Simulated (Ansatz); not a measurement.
This geometry of a periodic cell of 31 atoms, Al30Ga (host Al, host structure fcc, dopant Ga, one Al atom removed) is a first-order saddle point.

Level of theory: DFT PBEsol, scalar-relativistic, plane waves, PAW (Ansatz 0.2.0). Settings: PAW set soft_1, cutoff 420 eV, k mesh 3x3x3, gaussian smearing 0.15 eV, no spin polarisation.

```xyz
31
Lattice="8.1000 0.0000 0.0000 0.0000 8.1000 0.0000 0.0000 0.0000 8.1000" Properties=species:S:1:pos:R:3
Al 4.086 0.021 0.003
Ga 7.090 1.008 0.003
Al 6.030 -0.052 2.149
Al 1.993 1.995 0.004
Al 4.064 4.034 0.003
Al 6.103 6.105 0.003
Al 1.999 -0.016 2.002
Al 4.081 2.032 2.001
Al 6.066 4.017 2.002
Al 3.990 -0.013 4.053
Al 6.066 2.032 4.053
Al 6.029 -0.053 5.957
Al -0.023 4.011 0.004
Al 2.015 6.082 0.003
Al 0.052 2.070 2.151
Al 2.036 4.054 2.036
Al 4.045 6.063 2.036
Al 0.014 -0.016 4.053
Al 2.091 2.030 4.054
Al 4.055 4.044 4.053
Al 6.069 6.008 4.053
Al 1.999 -0.015 6.104
Al 4.081 2.032 6.106
Al 6.066 4.018 6.104
Al 0.014 6.099 2.001
Al 0.012 4.109 4.054
Al 2.026 6.073 4.053
Al 0.051 2.069 5.957
Al 2.035 4.054 6.072
Al 4.044 6.062 6.070
Al 0.014 6.099 6.106
```

(1) Which two structures does it join? (They come from a converged band through this point; their orientation in space is the band's.)

(2) How far does it lie above each of them?

Answers

(1) The atom that moves furthest is Ga2, by 2.73 Å; four of its nearest neighbours are Al28 2.83, Al12 2.83, Al15 2.83, Al3 2.83 Å at the first end and Al3 2.83, Al15 2.83, Al12 2.83, Al28 2.83 Å at the last.

First end point:

```xyz
31
Lattice="8.1000 0.0000 0.0000 0.0000 8.1000 0.0000 0.0000 0.0000 8.1000" Properties=species:S:1:pos:R:3
Al 4.048 -0.013 0.006
Ga 6.128 1.968 0.005
Al 6.090 -0.016 2.022
Al 2.021 2.005 0.007
Al 4.057 4.040 0.008
Al 6.091 6.075 0.007
Al 2.010 -0.006 2.017
Al 4.054 2.026 2.038
Al 6.071 4.043 2.039
Al 4.047 -0.010 4.057
Al 6.072 2.025 4.057
Al 6.090 -0.017 6.091
Al 0.010 4.048 0.008
Al 2.013 6.084 0.006
Al 0.012 2.007 2.021
Al 2.039 4.048 2.042
Al 4.048 6.059 2.043
Al 0.006 -0.009 4.056
Al 2.042 2.027 4.057
Al 4.054 4.042 4.057
Al 6.069 6.055 4.057
Al 2.011 -0.007 6.096
Al 4.054 2.025 6.075
Al 6.072 4.042 6.074
Al 0.004 6.087 2.017
Al 0.007 4.050 4.056
Al 2.034 6.063 4.058
Al 0.013 2.006 6.091
Al 2.038 4.047 6.072
Al 4.049 6.058 6.072
Al 0.003 6.085 6.097
```

Last end point:

Only the atoms that move by more than 0.05 Å are listed.
```
Ga2 8.059 0.041 0.000
```

(2) 0.45 eV above the first and 0.45 eV above the second. This is the barrier of this one path; another mechanism may lie lower. Limits of this set-up: coarse k mesh, PAW files made for another functional, a small cell, in which the defect meets its images.

Time of the run: 14 min on 4 threads of Arm Neoverse V2, on a shared host, peak memory 4.3 GiB.
